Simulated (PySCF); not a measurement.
C3H8N, SMILES CC[N]C, multiplicity 2. Atoms are numbered in the order given.

```xyz
12

C      0.1571     1.8834     0.0000
C     -0.4604     0.4895     0.0000
N      0.5441    -0.5430     0.0000
C     -0.0209    -1.8636     0.0000
H     -0.6223     2.6614     0.0000
H      0.7904     2.0219    -0.8895
H      0.7904     2.0219     0.8895
H     -1.1280     0.3608    -0.8811
H     -1.1280     0.3608     0.8811
H      0.7719    -2.6263     0.0000
H     -0.6687    -2.0279     0.8871
H     -0.6687    -2.0279    -0.8871
```
Charge 0, spin multiplicity 2.

Coordinates come from a TPSSh-D3(BJ)/def2-SVP optimisation. The isomer is the one that the SMILES or the coordinates give; other isomers of the formula were not compared. Other conformers were not sampled.

All values below come from PySCF with PBE/def2-TZVP.

ESP charges are fitted to the potential on shells at 1.4 to 2.0 van der Waals radii. Atomic charges (e):

```tsv
atom	Löwdin	ESP fit	Mulliken spin
C1	-0.32	-0.68	0.00
C2	-0.37	0.66	-0.04
N3	0.08	-0.45	0.85
C4	-0.38	0.01	-0.05
H5	0.12	0.14	0.00
H6	0.12	0.16	0.00
H7	0.12	0.16	0.00
H8	0.13	-0.07	0.06
H9	0.13	-0.07	0.06
H10	0.12	0.06	0.00
H11	0.12	0.04	0.06
H12	0.12	0.04	0.06
```

Task: Give the Mayer and Wiberg (Löwdin basis) orders of the bonds. (Estimate from the structure and the level; the computed values follow.)

Result: 
| bond | Mayer | Wiberg |
|---|---|---|
| C1–C2 | 1.02 | 1.31 |
| C2–N3 | 1.09 | 1.49 |
| N3–C4 | 1.07 | 1.56 |
| C1–H5 | 0.96 | 0.90 |
| C1–H6 | 0.96 | 0.90 |
| C1–H7 | 0.96 | 0.90 |
| C2–H8 | 0.92 | 0.84 |
| C2–H9 | 0.92 | 0.84 |
| C4–H10 | 0.97 | 0.92 |
| C4–H11 | 0.94 | 0.90 |
| C4–H12 | 0.94 | 0.90 |
